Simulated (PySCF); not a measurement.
Compound: 4-(methylthio)benzyl alcohol, C8H10OS.
Bonds: C1–S2, S2–C3, C3–C4 (aromatic), C4–C5 (aromatic), C5–C6 (aromatic), C6–C7, C7–O8, C6–C9 (aromatic), C9–C10 (aromatic), C3–C10 (aromatic). Hydrogens: H11, H12, H13 on C1; H14 on C4; H15 on C5; H16, H17 on C7; H18 on O8; H19 on C9; H20 on C10.

Computed by this run: PySCF 2.14.0, PBE0-D3(BJ)/def2-SVP geometry optimisation, gas phase; density fitting, grid level 2; the optimiser is geomeTRIC in internal coordinates, started from a GFN2-xTB structure.

Step 4: E = -21314.8117 eV
```
atom  x, y, z in Å  |  force x, y, z in eV/Å
C1     -3.6580   -0.4868    0.8210    0.126  -0.064  -0.072
S2     -2.8333   -1.0335   -0.6831   -0.025   0.001  -0.016
C3     -1.1792   -0.4641   -0.4751   -0.100   0.000   0.067
C4     -0.2739   -0.7595   -1.5032    0.096   0.029   0.016
C5      1.0495   -0.3372   -1.4187   -0.115   0.061   0.077
C6      1.5035    0.3979   -0.3186    0.016   0.096  -0.004
C7      2.9352    0.8563   -0.2016    0.000  -0.331  -0.008
O8      3.5769    0.3355    0.9369   -0.022   0.057  -0.007
C9      0.5957    0.6738    0.7087   -0.104  -0.093   0.011
C10    -0.7309    0.2529    0.6423    0.185   0.012  -0.088
H11    -3.6477    0.6064    0.9221   -0.005   0.063  -0.008
H12    -3.2175   -0.9531    1.7129    0.002  -0.008   0.049
H13    -4.6958   -0.8240    0.7230   -0.097  -0.022   0.000
H14    -0.6104   -1.3270   -2.3730   -0.019  -0.028  -0.039
H15     1.7426   -0.5801   -2.2272    0.030  -0.005  -0.053
H16     3.4727    0.5976   -1.1360    0.011   0.009   0.005
H17     2.9838    1.9484   -0.1007   -0.025   0.141   0.003
H18     3.4270   -0.6164    0.9392    0.010   0.013   0.006
H19     0.9385    1.2194    1.5899    0.034   0.050   0.038
H20    -1.4087    0.4896    1.4619    0.002   0.017   0.023
```

Step 5: E = -21314.8057 eV
```
atom  x, y, z in Å  |  force x, y, z in eV/Å
C1     -3.6310   -0.4918    0.8528    0.275  -0.168  -0.278
S2     -2.8961   -0.8108   -0.7652   -0.003   0.032   0.075
C3     -1.1953   -0.3995   -0.5317   -0.368   0.019   0.232
C4     -0.3347   -0.6630   -1.6004    0.513   0.148   0.126
C5      1.0136   -0.3209   -1.4963   -0.212  -0.083   0.036
C6      1.5242    0.2824   -0.3440    0.064   0.502   0.148
C7      2.9508    0.7778   -0.2583    0.036  -0.690   0.355
O8      3.4448    0.7878    1.0621   -0.081  -0.016  -0.265
C9      0.6617    0.5130    0.7328   -0.311  -0.375  -0.230
C10    -0.6879    0.1684    0.6448    0.226  -0.011  -0.115
H11    -3.5585    0.5616    1.1433   -0.017   0.147   0.012
H12    -3.1730   -1.1314    1.6173   -0.006  -0.027   0.114
H13    -4.6815   -0.7661    0.7372   -0.234  -0.022   0.049
H14    -0.7126   -1.1412   -2.5038   -0.040  -0.029  -0.091
H15     1.6868   -0.5452   -2.3231    0.077   0.019  -0.164
H16     3.5770    0.1623   -0.9363    0.071   0.052   0.028
H17     3.0297    1.8101   -0.6084   -0.074   0.303  -0.164
H18     3.2338   -0.0718    1.4434    0.089  -0.027   0.025
H19     1.0593    0.9261    1.6588    0.028   0.185   0.027
H20    -1.3412    0.3483    1.4958   -0.031   0.041   0.078
```

Step 6: E = -21314.8321 eV
```
atom  x, y, z in Å  |  force x, y, z in eV/Å
C1     -3.6479   -0.4997    0.8395    0.130  -0.070  -0.109
S2     -2.8690   -0.9354   -0.7251    0.014  -0.004  -0.007
C3     -1.1939   -0.4306   -0.5043   -0.114   0.021   0.106
C4     -0.3036   -0.6998   -1.5521    0.105   0.011  -0.065
C5      1.0313   -0.3156   -1.4653   -0.142  -0.010   0.091
C6      1.5146    0.3482   -0.3341    0.030   0.145   0.008
C7      2.9492    0.8069   -0.2323    0.014  -0.319   0.112
O8      3.5210    0.5533    1.0274   -0.080   0.064  -0.073
C9      0.6229    0.6008    0.7127   -0.074  -0.083   0.042
C10    -0.7152    0.2177    0.6415    0.171   0.002  -0.106
H11    -3.6179    0.5817    1.0274   -0.012   0.057   0.001
H12    -3.1909   -1.0433    1.6780   -0.005  -0.005   0.047
H13    -4.6927   -0.8153    0.7391   -0.084  -0.009   0.014
H14    -0.6611   -1.2217   -2.4419   -0.022  -0.019  -0.043
H15     1.7116   -0.5439   -2.2890    0.013  -0.002  -0.051
H16     3.5347    0.3446   -1.0528   -0.007   0.021   0.000
H17     3.0113    1.8945   -0.3762   -0.008   0.130  -0.033
H18     3.3525   -0.3725    1.2357    0.021   0.002   0.001
H19     0.9916    1.0956    1.6130    0.040   0.045   0.037
H20    -1.3785    0.4309    1.4793    0.009   0.024   0.027
```

**Question.** Estimate the geometry and energy of step 7. (The exact step hangs on the optimiser's Hessian estimate; all steps are aligned on step 6, rigid shifts and turns removed.)

**Answer.** E = -21314.8388 eV, largest force 0.216 eV/Å
```
atom  x, y, z in Å  |  force x, y, z in eV/Å
C1     -3.6436   -0.5071    0.8389    0.066  -0.048  -0.084
S2     -2.8717   -0.9178   -0.7346    0.002   0.004   0.031
C3     -1.1966   -0.4194   -0.5065   -0.104   0.001   0.047
C4     -0.3143   -0.6799   -1.5641    0.109   0.033  -0.004
C5      1.0221   -0.3062   -1.4732   -0.076  -0.018   0.029
C6      1.5160    0.3373   -0.3343    0.007   0.103  -0.002
C7      2.9531    0.7861   -0.2388    0.014  -0.193   0.095
O8      3.5051    0.6107    1.0407   -0.061   0.038  -0.047
C9      0.6315    0.5837    0.7192   -0.035  -0.058   0.017
C10    -0.7091    0.2112    0.6451    0.094  -0.011  -0.075
H11    -3.6168    0.5727    1.0407   -0.008   0.035   0.002
H12    -3.1820   -1.0594    1.6697   -0.004  -0.003   0.029
H13    -4.6893   -0.8235    0.7403   -0.055  -0.004   0.018
H14    -0.6787   -1.1868   -2.4605   -0.014  -0.008  -0.021
H15     1.6976   -0.5274   -2.3037    0.013   0.002  -0.031
H16     3.5466    0.2715   -1.0212   -0.005   0.011  -0.003
H17     3.0250    1.8639   -0.4510    0.001   0.077  -0.032
H18     3.3348   -0.3010    1.3032    0.024  -0.001  -0.001
H19     1.0081    1.0682    1.6225    0.024   0.027   0.021
H20    -1.3678    0.4195    1.4883    0.007   0.014   0.011
```

The energy changes by -0.0067 eV. The first-order estimate −F·Δx gives -0.0083 eV and the mean of the old and new forces, exact on a quadratic surface, -0.0067 eV. The step makes an angle of 86° with the force vector and moves no atom by more than 0.100 Å.

The cost below is that of the whole optimisation. Hardware: Arm Neoverse V1, one thread, no GPU, shared host with 32 logical CPUs at a one-minute load of 38. Cost: 7.0 min wall, 0.89 GiB resident at most.
